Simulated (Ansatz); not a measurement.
Consider the ligand exchange at the Si–N bond: `CN([SiH2]F)[SiH2]Cl` + `C=C(S)S` → `C=C(S)S[SiH2]F` + `CN[SiH2]Cl`.

Program: Ansatz. Geometries: PBE0-D4/def2-TZVP. ΔE: electronic, gas phase. CCSD(T)/CBS is the MP2 limit (def2-TZVPP, def2-QZVPP) plus CCSD(T) − MP2 in def2-TZVPP, frozen cores. DFT in def2-TZVPP. Each species was taken in one conformer, which may not be the lowest.

`CN([SiH2]F)[SiH2]Cl`:

```xyz
13

C    -0.871   -0.693   -1.034
N    -0.028   -0.050   -0.020
Si    0.059   -0.739    1.543
F     1.017   -2.021    1.577
Si    0.857    1.340   -0.503
Cl   -0.411    2.917   -0.891
H    -1.537   -1.424   -0.569
H    -0.270   -1.215   -1.785
H    -1.500    0.043   -1.543
H     0.625    0.259    2.473
H    -1.281   -1.235    1.932
H     1.573    1.091   -1.775
H     1.767    1.728    0.594
```

`C=C(S)S`:

```xyz
8

C     0.418    0.783    0.799
C    -0.038    0.056   -0.219
S     0.424   -1.595   -0.597
S    -1.107    0.769   -1.420
H     1.184    0.407    1.466
H     0.035    1.780    0.974
H     0.966   -1.885    0.598
H    -1.883   -0.314   -1.601
```

`C=C(S)S[SiH2]F`:

Cartesian coordinates in Å:
```
C 0.133 1.044 1.527
C 0.146 1.040 0.197
S -0.976 2.029 -0.728
S 1.265 -0.007 -0.716
Si 0.055 -1.745 -0.691
F 0.044 -2.421 0.756
H 0.765 0.370 2.089
H -0.518 1.717 2.076
H -0.248 2.069 -1.854
H 0.675 -2.699 -1.637
H -1.343 -1.398 -1.019
```

`CN[SiH2]Cl`:

Z-matrix (Å, degrees):
```
C
N 1 1.450
H 1 1.096 2 113.1
H 1 1.093 2 110.8 3 -122.0
H 1 1.093 2 109.4 3 119.9
Si 2 1.697 1 123.8 3 -88.7
H 2 1.008 1 113.6 3 65.8
Cl 6 2.075 2 114.8 1 68.9
H 6 1.479 2 108.8 1 -48.4
H 6 1.479 2 108.1 1 -172.4
```

| level | ΔE (kcal/mol) |
| --- | --- |
| PBE0-D4 | 0.5 |
| PBE | -0.2 |
| r2SCAN | 1.3 |
| PBE0 | 0.5 |
| CCSD/def2-TZVPP | 3.4 |
| MP2/def2-QZVPP | 2.3 |
| HF/CBS(def2) | 3.3 |
| MP2/CBS(def2) | 1.8 |

Task: What does CCSD(T)/CBS give? (An estimate is asked.)

Result: Computed: +2.3 kcal/mol. The listed levels differ from it by -1.8, -2.5, -1.0, -1.8, 1.1, 0.0, 1.0, -0.5 kcal/mol.

Largest T1 diagnostic among the species: 0.013.
